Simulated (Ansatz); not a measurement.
`C=C(C)[SiH2][SiH3]` → `[SiH3]C[SiH]1CC1`  (isomerisation)

Calculated with Ansatz (gas phase, PBE0-D4/def2-TZVP geometries, no zero-point term in ΔE). CBS: MP2 limit from def2 TZ/QZ plus the TZ coupled-cluster correction, frozen cores. One conformer a species, not always the lowest.

```tsv
species	CCSD(T)/def2-TZVPP energy (Eh)
`C=C(C)[SiH2][SiH3]`	-698.19284
`[SiH3]C[SiH]1CC1`	-698.19202
```

Problem. Work out ΔE.

Solution. ΔE = (-698.19202) − (-698.19284) = 0.00082 Eh = +2.2 kJ/mol. CCSD(T)/CBS gives -0.2 kJ/mol.

Largest T1 diagnostic among the species: 0.012.

In def2-TZVPP, CCSD(T) changes the Hartree–Fock value by −20.8 kJ/mol (the triples alone add −0.1 kJ/mol) and MP2 by −37.3 kJ/mol. From PBE to PBE0 (25 % exact exchange), in def2-TZVPP and without D4, ΔE moves by −6.8 kJ/mol.
